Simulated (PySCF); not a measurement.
# One molecule, several mistakes: B2HO cation

These are calculations, not measurements. The program is PySCF 2.14.0, an open-source quantum chemistry code, run on an isolated molecule that a program drew, which may never have been made. The molecule is B2HO cation (charge +1, singlet), drawn as the SMILES string `[BH+]B=O`.

Each row is a Hartree-Fock (HF) and frozen-core CCSD(T) single point in the cc-pVDZ basis, meant for a local HF minimum. Run 1 is clean. Each other run has one planted mistake out of seven kinds, and not every kind appears here: one electron removed, one electron added, multiplicity raised by two, geometry at a saddle point, minimal basis STO-3G, one bond length entered in bohr, all coordinates scaled. The reference is restricted for singlets and unrestricted otherwise, and also for a bond in bohr. Adding or removing an electron swaps singlet and doublet. Electrons count all cores. HOMO and LUMO are orbital energies over both spins, the gradient is its largest component, and the lowest frequency (negative if imaginary) is given only where the gradient is small. Bond lengths are over the 3 bonds as drawn. T1 is the CCSD diagnostic: over 0.02 (restricted) or 0.045 (unrestricted) a single reference is doubtful.

Geometry of the clean run:
```xyz
4
B2HO cation, angstrom
B     1.3098   -2.7734    1.8219
B     1.8829   -3.2609    0.3125
O     2.2800   -3.5987   -0.7340
H     0.9100   -2.4334    2.8749
```

```
run  electrons  basis functions  <S^2>  HOMO (eV)  LUMO (eV)  gradient (hartree/bohr)  lowest frequency (cm^-1)  mean bond (Å)  longest bond (Å)      T1  HF (hartree)  CCSD(T) (hartree)                          mistake
  1         18               47  0.000     -20.28      -7.61                  1.5e-05                       271         1.3441             1.687  0.0284    -124.47238         -124.81180                         no fault
  2         18               47  0.931     -17.98      -7.62                  2.3e-02                         -         1.8443             3.187  0.0618    -124.33741         -124.65216  one bond length entered in bohr
  3         18               47  0.000     -20.97      -7.61                  1.4e-01                         -         1.2782             1.604  0.0255    -124.45969         -124.79078           all coordinates scaled
  4         17               47  0.757     -30.99     -16.59                  1.7e-01                         -         1.3441             1.687  0.0178    -123.82095         -124.08378             one electron removed
  5         18               16  0.000     -19.00      -5.17                  3.8e-02                         -         1.3441             1.687  0.0277    -122.87310         -123.05228                                ?
  6         19               47  0.765      -9.30       0.04                  6.0e-02                         -         1.3441             1.687  0.0217    -124.78171         -125.12359                                ?
```

**Which mistake was planted in run 5, and what did it cost?**

It has 16 basis functions where the clean run has 47, with the same electrons and geometry. So the mistake is: minimal basis STO-3G. Subtracting run 1 and multiplying by 627.51 kcal/mol a hartree, the energy moved by 1003.6 kcal/mol in HF and 1104.1 kcal/mol in CCSD(T).

**Which mistake was planted in run 6, and what did it cost?**

It counts 19 electrons, one more than the clean run, at the same geometry and basis. So the mistake is: one electron added. Subtracting run 1 and multiplying by 627.51 kcal/mol a hartree, the energy moved by -194.1 kcal/mol in HF and -195.7 kcal/mol in CCSD(T).

Cautions from the logs. Run 1: T1 is over the limit, so its CCSD(T) energy is less reliable; run 2: T1 is over the limit, so its CCSD(T) energy is less reliable; run 3: T1 is over the limit, so its CCSD(T) energy is less reliable; run 5: T1 is over the limit, so its CCSD(T) energy is less reliable.
